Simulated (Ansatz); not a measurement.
A first, cheap relaxation of `C[Si](F)(F)[O][AlH2]`.

```yaml
crystal:
  periodic: [false, false, false]
  atoms:
    - {symbol: C, position_ang: [-0.802700, -0.693500, 1.792800]}
    - {symbol: Si, position_ang: [0.034400, -0.427500, 0.154800]}
    - {symbol: F, position_ang: [1.646800, -0.744000, 0.373600]}
    - {symbol: F, position_ang: [-0.529200, -1.499800, -0.970600]}
    - {symbol: O, position_ang: [-0.184100, 1.188400, -0.398900]}
    - {symbol: Al, position_ang: [0.710700, 1.365200, -1.981400]}
    - {symbol: H, position_ang: [-0.408700, 0.058900, 2.533700]}
    - {symbol: H, position_ang: [-1.894100, -0.427900, 1.634800]}
    - {symbol: H, position_ang: [-0.709500, -1.673100, 2.179400]}
    - {symbol: H, position_ang: [2.250500, 1.781700, -1.969200]}
    - {symbol: H, position_ang: [-0.048700, 1.014500, -3.328400]}
basis:
  gaussian: {orbitals: def2-SVP}
hamiltonian: {xc: pbe, dispersion: d4}
relax: {f_tol: 0.03, max_steps: 200}
```

```sh
$ ansatz run in.yaml --threads 4 --pin off --events-out ev --progress --plain --max-ram 10444MiB
```

Output, abridged:

```
Functional definition: PBE
mean field -23051.43634453 eV, -847.1246608366 hartree, gradient 3.1e-5 eV, S^2 0.000000; 0 other end points of the search recorded, 0 dependent functions left out
relax step   1: F+E_penalty+E_count = -23051.67437041 eV  Δ(F+E_penalty+E_count) = +0.000e0 eV  max|allowed force component| = 2.580e0 eV/Å  Δτ_max = 0.0000 Å  (28 SCF iters, accepted)
mean field -23051.71342288 eV, -847.1348432784 hartree, gradient 1.9e-5 eV, S^2 0.000000; 0 other end points of the search recorded, 0 dependent functions left out
relax step   2: F+E_penalty+E_count = -23051.95083909 eV  Δ(F+E_penalty+E_count) = -2.765e-1 eV  max|allowed force component| = 1.456e0 eV/Å  Δτ_max = 0.1309 Å  (29 SCF iters, accepted)
mean field -23051.85289598 eV, -847.1399688202 hartree, gradient 9.9e-6 eV, S^2 0.000000; 0 other end points of the search recorded, 0 dependent functions left out
relax step   3: F+E_penalty+E_count = -23052.09128785 eV  Δ(F+E_penalty+E_count) = -1.404e-1 eV  max|allowed force component| = 4.415e-1 eV/Å  Δτ_max = 0.1606 Å  (29 SCF iters, accepted)
mean field -23051.90116926 eV, -847.1417428304 hartree, gradient 1.3e-5 eV, S^2 0.000000; 0 other end points of the search recorded, 0 dependent functions left out
relax step   4: F+E_penalty+E_count = -23052.14019358 eV  Δ(F+E_penalty+E_count) = -4.891e-2 eV  max|allowed force component| = 2.275e-1 eV/Å  Δτ_max = 0.1189 Å  (29 SCF iters, accepted)
mean field -23051.93658075 eV, -847.1430441789 hartree, gradient 2.6e-5 eV, S^2 0.000000; 0 other end points of the search recorded, 0 dependent functions left out
relax step   5: F+E_penalty+E_count = -23052.17650742 eV  Δ(F+E_penalty+E_count) = -3.631e-2 eV  max|allowed force component| = 6.037e-1 eV/Å  Δτ_max = 0.1969 Å  (34 SCF iters, accepted)
mean field -23051.96404606 eV, -847.1440535103 hartree, gradient 8.0e-6 eV, S^2 0.000000; 0 other end points of the search recorded, 0 dependent functions left out
relax step   6: F+E_penalty+E_count = -23052.20388989 eV  Δ(F+E_penalty+E_count) = -2.738e-2 eV  max|allowed force component| = 1.974e-1 eV/Å  Δτ_max = 0.1012 Å  (29 SCF iters, accepted)
mean field -23051.98151995 eV, -847.1446956637 hartree, gradient 6.4e-6 eV, S^2 0.000000; 0 other end points of the search recorded, 0 dependent functions left out
relax step   7: F+E_penalty+E_count = -23052.22102722 eV  Δ(F+E_penalty+E_count) = -1.714e-2 eV  max|allowed force component| = 1.801e-1 eV/Å  Δτ_max = 0.1999 Å  (28 SCF iters, accepted)
mean field -23051.98625016 eV, -847.1448694957 hartree, gradient 8.2e-6 eV, S^2 0.000000; 0 other end points of the search recorded, 0 dependent functions left out
relax step   8: F+E_penalty+E_count = -23052.22611675 eV  Δ(F+E_penalty+E_count) = -5.090e-3 eV  max|allowed force component| = 1.769e-1 eV/Å  Δτ_max = 0.0812 Å  (29 SCF iters, accepted)
mean field -23051.98852136 eV, -847.1449529610 hartree, gradient 7.5e-6 eV, S^2 0.000000; 0 other end points of the search recorded, 0 dependent functions left out
relax step   9: F+E_penalty+E_count = -23052.22848045 eV  Δ(F+E_penalty+E_count) = -2.364e-3 eV  max|allowed force component| = 5.126e-2 eV/Å  Δτ_max = 0.0350 Å  (29 SCF iters, accepted)
mean field -23051.98918865 eV, -847.1449774836 hartree, gradient 7.7e-6 eV, S^2 0.000000; 0 other end points of the search recorded, 0 dependent functions left out
relax step  10: F+E_penalty+E_count = -23052.22911554 eV  Δ(F+E_penalty+E_count) = -6.351e-4 eV  max|allowed force component| = 6.647e-3 eV/Å  Δτ_max = 0.0298 Å  (30 SCF iters, accepted)
mean field -23051.98918865 eV, -847.1449774836 hartree, gradient 7.7e-6 eV, S^2 0.000000; 1 other end points of the search recorded, 0 dependent functions left out
Total energy: -23052.22916100 eV, -847.1537963047 hartree
Atom 0 at    -0.835553    -0.492034     1.703603 Å, force    -0.002586    -0.001236     0.004835 eV/Å
Atom 1 at     0.182506    -0.875356     0.204964 Å, force     0.004235     0.002074    -0.006647 eV/Å
Atom 2 at     1.664172    -1.394114     0.643895 Å, force    -0.001029     0.000007     0.000913 eV/Å
Atom 3 at    -0.475925    -2.113355    -0.626357 Å, force    -0.000512     0.000307     0.001433 eV/Å
Atom 4 at     0.348334     0.406897    -0.800138 Å, force     0.003050    -0.001089    -0.005838 eV/Å
Atom 5 at     0.689204     1.547591    -2.043819 Å, force     0.000330    -0.002331     0.001287 eV/Å
Atom 6 at    -0.373887     0.326452     2.290647 Å, force     0.001557     0.001378     0.000565 eV/Å
Atom 7 at    -1.856978    -0.176924     1.411931 Å, force    -0.001838     0.000508    -0.001007 eV/Å
Atom 8 at    -0.921077    -1.382206     2.357933 Å, force     0.000229     0.001631    -0.001845 eV/Å
Atom 9 at     1.992191     2.446013    -1.874829 Å, force    -0.004319    -0.001503     0.001768 eV/Å
Atom 10 at    -0.347587     1.649937    -3.247230 Å, force     0.000885     0.000255     0.004536 eV/Å
Dipole moment:    -0.198415     0.378154     0.117374 e Å
```

Run time 6.5 s (4 threads of an AMD EPYC 9R45 on a shared host); peak host memory 0.21 GiB.
